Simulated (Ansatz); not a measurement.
Ge12Mo, relaxed as a singlet with RKS PBE-D4/def2-SVP in Ansatz, starting from the GFN1-xTB geometry. Force threshold 0.03 eV/Å.

In the def2 sets Mo takes a core potential; there is no spin–orbit coupling. Single mean-field runs in def2-SVP are fitted with def2-universal-jkfit. The restricted singlet is unstable towards broken spin symmetry in Hartree–Fock (as tested in another run); at PBE-D4/def2-SVP this wasn't settled. The structure comes from a short search, and lower isomers may exist.

Start:

Cartesian coordinates in Å:
```
Mo -0.184 0.372 0.131
Ge 0.418 -2.283 0.094
Ge -0.364 2.968 -0.352
Ge -1.765 -0.001 2.224
Ge 1.077 1.750 -1.822
Ge 1.904 -0.238 1.542
Ge 0.162 -1.551 2.470
Ge -1.967 -2.001 0.758
Ge -1.626 2.253 1.463
Ge -0.279 0.008 -2.952
Ge -1.797 -0.986 -1.378
Ge 2.855 0.676 -0.468
Ge 1.565 -0.967 -1.710
```

Task: Estimate the energy that the relaxation releases and the steps that it takes.

Result: 1.79 eV, in 32 steps; 2.2 min on 2 threads of AMD EPYC 7R13 on a shared host and a share (18 GiB) of an NVIDIA H100 80GB HBM3. The force fell under the threshold at step 11, but the optimiser went on and released 1.211 eV more. No frequencies were taken in this run, so the end may be a saddle point.

Task: Does the start keep its bonding and symmetry?

Result: Bonds formed: Ge2–Ge10, Ge3–Ge12, Ge4–Ge11, Ge6–Ge13, Ge9–Ge11 (atoms count from 1). Point group Cs at the start, Cs at the end, both within 0.05 Å.

Task: Predict the relaxed structure.

Result: 
Cartesian coordinates in Å:
```
Mo 0.015 0.297 0.266
Ge 0.748 -2.449 -0.267
Ge 0.338 2.949 -0.183
Ge -2.143 -0.103 1.986
Ge 0.822 1.386 -2.237
Ge 2.359 -0.751 1.185
Ge 0.037 -1.594 2.238
Ge -1.847 -2.115 0.417
Ge -1.868 2.163 0.827
Ge -0.599 -0.840 -1.974
Ge -2.672 0.141 -0.651
Ge 2.484 1.548 -0.123
Ge 2.325 -0.633 -1.484
```
Bond lengths: 23 × Ge–Ge 2.55 to 2.75 Å; 12 × Ge–Mo 2.59 to 3.05 Å.
